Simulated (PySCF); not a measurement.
InO⁻: one state, many levels of theory

State: ¹Σ⁺ (singlet), closed shell. Set-up: PySCF, scalar-relativistic core potentials, basis sets In def2-SVPD with ECP28, O def2-SVPD. De refers to In + O⁻ in their high-spin ground configurations, without counterpoise correction. A positive dipole points towards O; it is taken about the centre of mass and depends on that origin.

```tsv
Level	Re (Å)	ωe (cm⁻¹)	De (eV)	μ (D)	CPU s a point (SCF and correlation, without the integrals)
RHF-MP2	1.982	622	4.90	n/a	0.18
RHF-SCS-MP2	1.978	629	n/a	n/a	n/a
RHF-CCSD	1.952	672	n/a	n/a	n/a
RHF-CCSD(T)	1.974	630	n/a	n/a	2.9
PBE	1.973	623	4.45	-4.34	0.92
revPBE	1.982	613	4.17	-4.35	1.1
r²SCAN	1.947	664	4.28	-4.29	1.1
B3LYP	1.956	654	3.98	-4.78	1
PBE0	1.940	676	4.03	-4.60	1.6
LC-ωPBE	1.917	716	3.95	-4.76	2
B2PLYP	1.976	618	4.40	-5.41	0.82
```

What does a quarter of exact exchange do here, going from PBE to PBE0?

PBE0 less PBE: -3.3 pm in Re, +8.5 % in ωe, -0.42 eV in De. Exact exchange removes part of the self-interaction that spreads semilocal densities, and in most molecules shortens and stiffens the bond and lowers De; so it does here.

What does the step from GGA to meta-GGA do here, going from PBE to r²SCAN?

r²SCAN less PBE: -2.6 pm in Re, +6.6 % in ωe, -0.17 eV in De. 

What does the triples do here, going from RHF-CCSD to RHF-CCSD(T)?

RHF-CCSD(T) less RHF-CCSD: +2.2 pm in Re, -6.2 % in ωe. Correlation nearly always deepens the well. The bond lengthens, as in strong covalent bonds, where excitations into antibonding orbitals dominate.

Correlated steps freeze 5 core orbitals. Correlated levels converge slowly with the basis: in double zeta they bind strong bonds too weakly, by up to about 1 eV, and carry superposition errors of some tenths. These are scalar-relativistic numbers at best; spin–orbit coupling would shift them, the dissociation energy most. For an ion De counts to the pair picked by the measured ionisation energies or electron affinities, which need not be the lowest pair at this level. Where the molecule has an RHF reference, its open-shell atoms are computed with UHF. The highest Kohn–Sham level is positive in this anion. Much of that is self-interaction error, but it also means that the finite basis helps to hold the extra electron. B2PLYP dipoles, levels and charges come from its SCF part alone. The CCSD T1 diagnostic is raised, a sign that a single reference may not be enough here.

The whole job (state search and all levels along the bond) took about 2.5 min on 1 thread of Oxide Virtual Turin-like (shared host), peak memory 0.7 GiB.
